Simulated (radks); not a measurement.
Question: Re LXX, 6 electrons, occupied as [He] 2s2 2p2. All-electron calculation, Dirac Kohn-Sham, BLYP, spin-unpolarised, spherical densities, finite nucleus; open shells are shared between the two j in proportion to 2j + 1; Fermi nuclear charge, rms radius 5.3698 fm. Program: a radial shooting solver on a logarithmic mesh with Libxc functionals. Some entries of the table are withheld. Estimate them.

| orbital | occ. | eigenvalue (eV) | <r> (bohr) |
|---|---|---|---|
| 1s1/2 | 2 | -79360.25 | 0.01799 |
| 2s1/2 | 2 | -19206.30 | (1) |
| 2p1/2 | 0.666667 | -18913.06 | (2) |
| 2p3/2 | 1.33333 | -17335.27 | (3) |

Answer: 
(1) 2s1/2 <r> (bohr): 0.07300
(2) 2p1/2 <r> (bohr): 0.05991
(3) 2p3/2 <r> (bohr): 0.06737
